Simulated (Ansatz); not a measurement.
Molecule: B$_{2}$ (charge 0, triplet). 
Coordinates optimised at B3LYP-D3(BJ)/def2-TZVP (Ansatz, a first-principles code):
```xyz
2

B      0.0000     0.0000    -0.7840
B      0.0000     0.0000     0.7840
```
Charge 0, spin multiplicity 3.

Wanted: vertical electron affinity (to the quartet state of charge -1; a negative value means that the extra electron is unbound and the number depends on the basis; each state is the SCF solution reached for its spin; the UHF <S^2> is 2.91 for the triplet (pure: 2.00); for the quartet the Hartree-Fock reference is unstable and T1 is 0.036; for the triplet T1 is 0.070), in eV. Cores are frozen in the correlated levels unless marked. Open shells are spin-unrestricted. Spin-orbit coupling is left out. No relativistic terms. Anions need diffuse functions: aug- sets have them; def2-D sets add few.  The program attaches cautions to a run behind CCSD/aug-cc-pVDZ: large difference. The program attaches cautions to a run behind CCSD/def2-SVPD: large difference. The program attaches cautions to a run behind CCSD/aug-cc-pVTZ: large difference. The program attaches cautions to a run behind CCSD/def2-TZVPPD: large difference. The program attaches cautions to a run behind CCSD/aug-cc-pVQZ: large difference. The program attaches cautions to a run behind CCSD/def2-QZVPPD: large difference. The program attaches cautions to a run behind CCSD(T)/aug-cc-pVDZ: large difference. The program attaches cautions to a run behind CCSD(T)/def2-SVPD: large difference. The program attaches cautions to a run behind CCSD(T)/aug-cc-pVTZ: large difference. The program attaches cautions to a run behind CCSD(T)/def2-TZVPPD: large difference. The program attaches cautions to a run behind CCSD(T)/aug-cc-pVQZ: large difference. The program attaches cautions to a run behind CCSD(T)/def2-QZVPPD: large difference.

```csv
level,program,vertical electron affinity (eV)
SVWN5/def2-TZVPD,Ansatz,2.22
r2SCAN/def2-TZVPD,Ansatz,1.74
B3LYP/def2-TZVPD,Ansatz,2.03
PBE0/def2-TZVPD,Ansatz,1.86
BHLYP/def2-TZVPD,Ansatz,1.80
CAM-B3LYP/def2-TZVPD,Ansatz,2.00
wB97X-V/def2-TZVPD,Ansatz,1.98
wB97X/def2-TZVPD,Ansatz,1.92
CCSD/aug-cc-pVDZ,Ansatz,1.86
CCSD/def2-SVPD,Ansatz,1.76
CCSD/aug-cc-pVTZ,Ansatz,1.94
CCSD/def2-TZVPPD,Ansatz,1.91
CCSD/aug-cc-pVQZ,Ansatz,1.96
CCSD/def2-QZVPPD,Ansatz,1.94
CCSD(T)/aug-cc-pVDZ,Ansatz,1.91
CCSD(T)/def2-SVPD,Ansatz,1.82
CCSD(T)/aug-cc-pVTZ,Ansatz,2.02
CCSD(T)/def2-TZVPPD,Ansatz,1.99
CCSD(T)/aug-cc-pVQZ,Ansatz,2.04
CCSD(T)/def2-QZVPPD,Ansatz,2.03
```
